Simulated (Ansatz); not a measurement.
Two isomers of BH9Si3: A = `[SiH3]B([SiH3])[SiH3]`, B = `[SiH3]B[SiH2][SiH3]`.

Isolated molecules relaxed with PBE0-D4/def2-TZVP in Ansatz; ΔE leaves out vibrations. CCSD(T)/CBS adds triple-zeta CCSD(T) − MP2 to the extrapolated MP2 energy (def2 sets, frozen cores). Functionals use def2-TZVPP. B3LYP here is the variant with VWN-RPA as its local correlation; programs differ in this. Each species was taken in one conformer, which may not be the lowest.

Which is lower in electronic energy at CCSD(T)/CBS, and by how much? (Best estimate.)

The calculation gave: B, by 3.1 kcal/mol.

Give E(B) − E(A) in kcal/mol with MP2/def2-TZVPP, CCSD(T)/def2-TZVPP, PBE0-D4, B3LYP, PBE-D4, r2SCAN-D4, B2PLYP. (Best estimate.)

Ansatz gave: MP2/def2-TZVPP -3.2, CCSD(T)/def2-TZVPP -3.1, PBE0-D4 -3.9, B3LYP -3.6, PBE-D4 -4.2, r2SCAN-D4 -3.8, B2PLYP -3.4. None reverses the order clearly.

Largest T1 diagnostic: 0.015.

In def2-TZVPP, CCSD(T) changes the Hartree–Fock value by −0.8 kcal/mol (the triples alone add −0.2 kcal/mol) and MP2 by −1.0 kcal/mol.
